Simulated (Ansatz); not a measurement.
`CC#[N+][Ga-]([F])([F])[F]`, relaxed with RKS PBE0-D4/def2-TZVP in the Gaussian-basis code of Ansatz from a PBE-D4/def2-SVP geometry. The force threshold is 0.005 eV/Å; the program also tests the step.

Charge 0, multiplicity 1.

Start:

```xyz
10

C     0.391   -1.916   -1.136
C     0.143   -0.691   -0.405
N    -0.057    0.293    0.182
Ga   -0.420    2.059    1.221
F    -1.434    1.442    2.530
F    -1.223    2.995   -0.045
F     1.236    2.517    1.633
H     1.388   -2.319   -0.869
H    -0.384   -2.667   -0.885
H     0.361   -1.714   -2.226
```

| step | energy (eV) | largest force (eV/Å) | largest move (Å) |
| --- | --- | --- | --- |
| 1 | -64131.5258 | 2.055 | 0.000 |
| 2 | -64131.5833 | 0.286 | 0.029 |
| 3 | -64131.5877 | 0.046 | 0.013 |
| 4 | -64131.5878 | 0.006 | 0.004 |
| 5 | -64131.5879 | 0.004 | 0.002 |

End:

```xyz
10

C     0.387   -1.897   -1.125
C     0.140   -0.678   -0.399
N    -0.057    0.288    0.176
Ga   -0.413    2.026    1.201
F    -1.423    1.424    2.499
F    -1.205    2.966   -0.046
F     1.223    2.486    1.620
H     1.373   -2.283   -0.863
H    -0.373   -2.636   -0.866
H     0.348   -1.696   -2.197
```

Hardware: 4 threads of an Arm Neoverse V2 on a shared host. Wall time 27 s, peak host memory 0.81 GiB.
